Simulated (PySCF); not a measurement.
## Orbital picture of MgSb

PBE0 at R = 2.887 Å; basis Mg cc-pVDZ, Sb cc-pVDZ-PP with ECP28; scalar-relativistic core potentials; PySCF 2.14. State: ⁴Σ⁻ (quartet), unpaired electrons σ ↑, π ↑↑. Only the outer orbitals are listed, counted within each symmetry, core potentials removing the inner ones.

```
spin  orbital  occ.  ε (eV)  on Mg (%)            main shells (%)
   α       7σ     1  -14.80          3                    97 Sb s
   α       8σ     1   -7.19         44           53 Sb p, 43 Mg s
   α       4π     1   -6.21          4                    96 Sb p
   α       4π     1   -6.21          4                    96 Sb p
   α       9σ     1   -4.85         70  46 Mg s, 30 Sb p, 24 Mg p
   α       5π     0   -1.03         96                    96 Mg p
   α       5π     0   -1.03         96                    96 Mg p
   α      10σ     0    0.32        104           90 Mg p, 11 Mg s
   β       7σ     1  -12.69          6                    93 Sb s
   β       8σ     1   -6.16         54           50 Mg s, 42 Sb p
   β       4π     0   -2.72         16           84 Sb p, 15 Mg p
   β       4π     0   -2.72         16           84 Sb p, 15 Mg p
   β       9σ     0   -2.28         67  47 Mg s, 34 Sb p, 18 Mg p
```

**Question.** Which are the highest filled and the lowest empty level, where do they sit, and how wide is the gap?

**Answer.** Highest filled α 9σ at -4.85 eV (in %: 46 Mg s, 30 Sb p, 24 Mg p); lowest empty β 4π at -2.72 eV (in %: 84 Sb p, 15 Mg p); the gap at PBE0 is 2.13 eV.

| Quantity | Value |
| --- | --- |
| bond order (Mayer) | 0.93 |
| ⟨S²⟩ | 3.763 |
| charge on Mg (Mulliken, basis-dependent) | 0.14 |
| charge on Mg (Löwdin, basis-dependent) | 0.10 |
| dipole moment (positive dipole means Mg(−)Sb(+)) | -1.23 D |
| polarisability along the bond | 157.0 bohr³ |
| polarisability across the bond | 77.7 bohr³ |

Shares are Mulliken populations and can fall outside 0 to 100 %.

Spin–orbit coupling is left out. The state is the lowest determinant that a PBE0 search found; another state may lie lower at other levels.
